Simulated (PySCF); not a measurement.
# Electron correlation in Ru⁴⁰⁺ (ruthenium, charge +40)

[He] 2s2, closed-shell 1S. Calculation: PySCF 2.14, in an even-tempered Gaussian basis (19 s from 17 bohr⁻², ratio 2.2; 8 p from 26 bohr⁻², ratio 2.4; 5 d from 79 bohr⁻², ratio 2.4; 5 f from 120 bohr⁻², ratio 2.4; 4 g from 180 bohr⁻², ratio 2.4); scalar relativity by spin-free X2C-1e. Frozen: nothing; 4 electrons correlated; the 8 highest virtual orbitals of each spin left out.

```csv
level,correlation energy (mhartree)
CCSD,-371.85
(T),-0.35
CCSD(T),-372.20
```

Diagnostics: T1 = 0.00031, D1 = 0.0006, largest double amplitude 0.074.

Problem. Is a single reference adequate?

Solution. Mostly. T1 lies below 0.03, but a double amplitude of this size points to a near-degeneracy that CCSD handles and MP2 describes poorly.

At this charge the one-electron X2C treatment keeps the bare 1/r₁₂, with no two-electron picture change or Breit term. That inflates the 1s pair energies well beyond their four-component values; and a scalar Hamiltonian misses the large spin-orbit splitting of the p shells, which matters for ns² → np² pairs.
